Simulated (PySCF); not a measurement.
Compound: CH7BFP.
Bonds: F1–C2, C2–B3, B3–P4. Hydrogens: H5, H6 on C2; H7, H8 on B3; H9, H10, H11 on P4.

Method: PBE0-D3(BJ)/def2-SVP geometry optimisation, gas phase in PySCF 2.14.0.

Task: Give the optimised bond lengths and angles.

Result: 
```
                 bond  length (Å)
                F1–C2       1.402
                C2–B3       1.609
                B3–P4       1.943
         C2–H5, C2–H6       1.105
         B3–H7, B3–H8       1.223
P4–H9, P4–H10, P4–H11       1.415
```

Bonds in one row agree within 0.01 Å and their mean is given. A selection of angles:
```
     angle  degrees
  F1–C2–B3    110.2
  F1–C2–H5    107.8
  B3–C2–H5    111.1
  B3–C2–H6    113.6
  H5–C2–H6    107.0
  C2–B3–P4    105.8
  C2–B3–H7    114.9
  P4–B3–H7    100.7
  P4–B3–H8    104.7
  H7–B3–H8    113.0
  B3–P4–H9    119.2
 B3–P4–H10    116.1
 B3–P4–H11    117.0
 H9–P4–H10    100.2
H10–P4–H11    100.7
```

Dihedral angles: F1–C2–B3–P4 -44° (synclinal). The mirror-image conformer, all signs reversed, is as good.

P4 (phosphorus bonded to B and 3 H) is distorted tetrahedral (angles from 100.2° to 119.2°). B3 (four-coordinate boron) is distorted tetrahedral (angles from 100.7° to 115.7°).

Point group: C1 (no symmetry element, even within 0.4 Å). No frequency check. The numbers are those of one conformer.
